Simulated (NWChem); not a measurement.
System: CH4SSeTe; SMILES [Te](SC)[SeH]

Input file for NWChem:

```
start job
memory heap 200 mb stack 900 mb global 1100 mb
geometry units angstroms
  Te     0.044872    -0.174055     0.843130
  S     -1.049282    -1.905777    -0.380118
  C     -2.664380    -1.166269    -0.775163
  H     -3.176117    -0.875083     0.136488
  H     -3.229311    -1.937205    -1.288639
  H     -2.523863    -0.313242    -1.432175
  Se     0.876062     1.244976    -1.042478
  H     -0.250943     2.155802    -1.156511
end
basis spherical
  * library def2-svp
end
ecp
  Te library def2-ecp
end
dft
  xc pbe0
  iterations 150
end
driver
  maxiter 120
end
task dft optimize
```

Not confirmed as a minimum by frequencies. def2 effective core potentials on Te; no spin-orbit coupling.

The level has its own optimisation.

Question: Give the results of this calculation. (PBE0/def2-SVP with def2 effective core potentials on Te.) Quantities: r S–Te (Å); r Se–Te (Å); r C–S (Å); r C–H (Å); dipole (D).

Answer: The r S–Te (Å) is 2.400. The r Se–Te (Å) comes out as 2.535 and the r C–S (Å) comes out as 1.815. The r C–H (Å) comes out as 1.099 and the dipole (D) is 2.22.
